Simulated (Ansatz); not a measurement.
Two isomers of CH7BrSi2: A = `C[SiH2][SiH2]Br`, B = `[SiH3]C[SiH2]Br`.

Isolated molecules relaxed with PBE0-D4/def2-TZVP in Ansatz; ΔE leaves out vibrations. CCSD(T)/CBS adds triple-zeta CCSD(T) − MP2 to the extrapolated MP2 energy (def2 sets, frozen cores). DFT in def2-TZVPP. B3LYP here is the variant with VWN-RPA as its local correlation; programs differ in this. For Br outer-core shells are correlated without core-valence functions, which leaves a few kJ/mol of doubt a bond. Scalar relativity is left out up to krypton. Each species was taken in one conformer, which may not be the lowest.

A:

Z-matrix (Å, degrees):
```
C
Si 1 1.872
H 1 1.092 2 110.9
H 1 1.092 2 110.7 3 -120.2
H 1 1.092 2 110.3 3 119.9
Si 2 2.339 1 110.3 3 -62.4
H 2 1.489 1 111.1 3 178.3
H 2 1.491 1 111.2 3 57.9
Br 6 2.239 2 107.5 1 -54.5
H 6 1.486 2 112.8 1 63.0
H 6 1.485 2 113.5 1 -172.9
```

B:

Z-matrix (Å, degrees):
```
Si
C 1 1.878
H 1 1.487 2 110.1
H 1 1.486 2 110.5 3 120.2
H 1 1.487 2 110.1 3 -119.6
Si 2 1.857 1 114.1 3 59.7
H 2 1.095 1 108.9 3 -178.6
H 2 1.095 1 108.9 3 -61.9
Br 6 2.229 2 110.4 1 179.8
H 6 1.482 2 111.2 1 -61.5
H 6 1.482 2 111.2 1 61.2
```

Task: Which is lower in electronic energy at CCSD(T)/CBS, and by how much? (Estimate.)

Result: Computed: B, by 2.1 kcal/mol.

Task: Give E(B) − E(A) in kcal/mol with CCSD/def2-TZVPP, MP2/def2-TZVPP, r2SCAN-D4, ωB97M-V, B3LYP, B3LYP-D4, PBE-D4. (Estimate.)

Result: The calculation gave: CCSD/def2-TZVPP -2.4, MP2/def2-TZVPP -3.7, r2SCAN-D4 -0.8, ωB97M-V -2.8, B3LYP -0.9, B3LYP-D4 -0.9, PBE-D4 1.2. The order is the other way round with PBE-D4.

Largest T1 diagnostic: 0.009.

From PBE to PBE0 (25 % exact exchange), in def2-TZVPP and without D4, E(B) − E(A) moves by −1.0 kcal/mol.
